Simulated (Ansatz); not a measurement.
Molecule: N2, net charge 0, quintet state. The spin state was set by rule; other spins were not relaxed. 
Structure (B3LYP-D3(BJ)/def2-TZVP (Ansatz, a first-principles code) minimum search):
```
N
N 1 1.5960
```
Charge 0, spin multiplicity 5.

Basis-set convergence of Hartree-Fock and CCSD correlation energies (hartree) with Ansatz. Cores are frozen in the correlated levels unless marked. UHF or UKS for open shells. Spin-orbit coupling is left out. Non-relativistic.

```
basis    functions       E(HF)  E(corr, CCSD)
-------  ---------  ----------  -------------
cc-pVDZ         28  -108.72389       -0.22429
cc-pVTZ         60  -108.74816       -0.27921
cc-pVQZ        110  -108.75501       -0.29570
cc-pV5Z        182  -108.75670       -0.30157
```

Extrapolating the two largest sets (X = 4 and 5) as X^-3: E(corr) = (125·(-0.30157) - 64·(-0.29570))/61 = -0.3077 Eh, an estimate of the basis-set limit. The largest set recovers 98.0 % of it, the smallest 72.9 %.
